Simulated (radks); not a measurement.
Species: Lu67+. Configuration: [He] 2s2. All-electron calculation, scalar-relativistic Kohn-Sham, r2SCAN, spin-polarised, spherical densities, finite nucleus; meta-GGA in the generalised Kohn-Sham scheme; Fermi nuclear charge, rms radius 5.37 fm. Program: a radial shooting solver on a logarithmic mesh with Libxc functionals.

Unscreened Slater integrals over Kohn-Sham orbitals (hartree). They are taken over the spin-up orbitals.

integral,value
"F0(2s,2s)",11.549
"F0(2s,1s)",16.330
"G0(2s,1s)",1.7251
"F0(1s,1s)",49.331
